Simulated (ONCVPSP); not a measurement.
## Varying the ONCV potential for neon

Base potential:

* Element: neon (Ne)
* Generator: ONCVPSP 4.0.1
* Type: optimised norm-conserving Vanderbilt (ONCV)
* Functional: BLYP
* Relativity: scalar-relativistic
* Frozen core: [He]
* Valence charge: 8
* Reference configuration: 2s2 2p4 (charge +2)
* Partial waves: 2s: rc 0.60 bohr, ncon 4, nbas 7, qcut 9.4 1/bohr, 1 projector; 2p: rc 1.10 bohr, ncon 3, nbas 6, qcut 10.6 1/bohr, 1 projector
* Local potential: polynomial inside 0.55 bohr (lpopt 5, dvloc0 0 Ha)
* Core correction: polynomial model core, fcfact 0.2

All-electron outer shells of the reference configuration (BLYP, scalar-relativistic, ld1.x):

```tsv
shell	level (eV)	outermost node (bohr)	outermost maximum (bohr)
1s	-882.43	–	0.10
2s	-77.99	0.22	0.66
2p	-54.86	–	0.58
```

Cutoffs, loose and tight: the cutoffs (Ha) at which the residual kinetic energy of the hardest occupied pseudo-wave falls to 1 and 0.1 mHa per electron. They do not see the model core or the augmentation charge, which bear on the density cutoff. Test errors are all-electron minus pseudo excitation energies from the reference, over the configurations 2s2 2p6; 2s2 2p5; 2s2 2p3; 2s2 2p5.5. A dash means not determined; rows that change the core or the reference have their own tests.

```json
{"change": "base", "outcome": "generated", "cutoff, loose": "255 Ha", "cutoff, tight": "326 Ha", "bound ghosts": "none", "GHOST(+) flags above zero": "none", "largest test error (meV)": "+150"}
{"change": "s: qcut 6.7; p: qcut 7.6", "outcome": "generated", "cutoff, loose": "–", "cutoff, tight": "–", "bound ghosts": "none", "GHOST(+) flags above zero": "none", "largest test error (meV)": "+280"}
{"change": "s: qcut 7.6; p: qcut 8.6", "outcome": "generated", "cutoff, loose": "291 Ha", "cutoff, tight": "347 Ha", "bound ghosts": "none", "GHOST(+) flags above zero": "none", "largest test error (meV)": "+222"}
{"change": "s: qcut 8.6; p: qcut 9.7", "outcome": "generated", "cutoff, loose": "274 Ha", "cutoff, tight": "337 Ha", "bound ghosts": "none", "GHOST(+) flags above zero": "none", "largest test error (meV)": "+178"}
{"change": "s: qcut 9.5; p: qcut 10.8", "outcome": "generated", "cutoff, loose": "250 Ha", "cutoff, tight": "324 Ha", "bound ghosts": "none", "GHOST(+) flags above zero": "none", "largest test error (meV)": "+143"}
{"change": "s: qcut 10.2; p: qcut 11.5", "outcome": "generated", "cutoff, loose": "213 Ha", "cutoff, tight": "311 Ha", "bound ghosts": "none", "GHOST(+) flags above zero": "none", "largest test error (meV)": "+126"}
{"change": "s: qcut 10.9; p: qcut 12.3", "outcome": "generated", "cutoff, loose": "127 Ha", "cutoff, tight": "293 Ha", "bound ghosts": "none", "GHOST(+) flags above zero": "none", "largest test error (meV)": "+107"}
{"change": "s: qcut 11.8; p: qcut 13.3", "outcome": "generated", "cutoff, loose": "76 Ha", "cutoff, tight": "259 Ha", "bound ghosts": "none", "GHOST(+) flags above zero": "none", "largest test error (meV)": "+85"}
{"change": "s: qcut 12.9; p: qcut 14.5", "outcome": "generated", "cutoff, loose": "76 Ha", "cutoff, tight": "138 Ha", "bound ghosts": "none", "GHOST(+) flags above zero": "none", "largest test error (meV)": "+80"}
{"change": "s: qcut 13.5; p: qcut 15.2", "outcome": "generated", "cutoff, loose": "77 Ha", "cutoff, tight": "98 Ha", "bound ghosts": "none", "GHOST(+) flags above zero": "none", "largest test error (meV)": "+77"}
```

Q: What comes out with this change to the base: s: qcut 6; p: qcut 6.7?

A: outcome: generated; bound ghosts: none; GHOST(+) flags above zero: none; largest test error (meV): +351.
